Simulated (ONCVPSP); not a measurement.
**W (Z = 74), ONCV: configuration errors across variants**

```json
{
  "Element": "W",
  "Generator": "ONCVPSP 4.0.1",
  "Type": "optimised norm-conserving Vanderbilt (ONCV)",
  "Functional": "PBE",
  "Relativity": "scalar-relativistic",
  "Frozen core": "[Kr] 4d10 4f14 5s2",
  "Valence charge": "12",
  "Reference configuration": "5p6 5d5 6s1",
  "Partial waves": "6s: rc 3.00 bohr, ncon 3, nbas 6, qcut 2.4 1/bohr, 2 projectors, debl 2.1 Ha; 5p: rc 1.20 bohr, ncon 4, nbas 8, qcut 6.8 1/bohr, 2 projectors, debl 2.6 Ha; 5d: rc 2.80 bohr, ncon 3, nbas 8, qcut 4.8 1/bohr, 3 projectors, debl 2.9 Ha",
  "Local potential": "polynomial inside 0.90 bohr (lpopt 4, dvloc0 1 Ha)",
  "Core correction": "polynomial model core, fcfact 0.3"
}
```

All-electron excitation energies from the reference (eV): (1) 5p6 5d4 6s2 -1.539; (2) 5p6 5d4 6s1 7.345; (3) 5p6 5d4 6s0 23.025; (4) 5p6 5d3 6s2 6p1 2.479.

1 further variants failed, have other tests or too few solved ones, and are left out.

A true bound ghost makes a file unfit for plane-wave use even where its test errors are small: the radial tests pick states by their node count and pass the ghost by.

Errors AE − PS in meV (a dash: test not solved or not reliable):

```csv
change,(1),(2),(3),(4),bound ghosts,GHOST(+) flags above zero
base,+29,+17,-25,+141,s,"s, d"
p: qcut 5.1,+29,+17,-25,+141,s,"s, d"
"core correction polynomial model core, fcfact 0.28",+29,+17,-25,+141,s,"s, d"
```

Problem. Give the same row for: local potential polynomial inside 1.15 bohr (lpopt 5, dvloc0 0 Ha).

Solution. +29, +16, -25, +141; bound ghosts: s; GHOST(+) flags above zero: s.
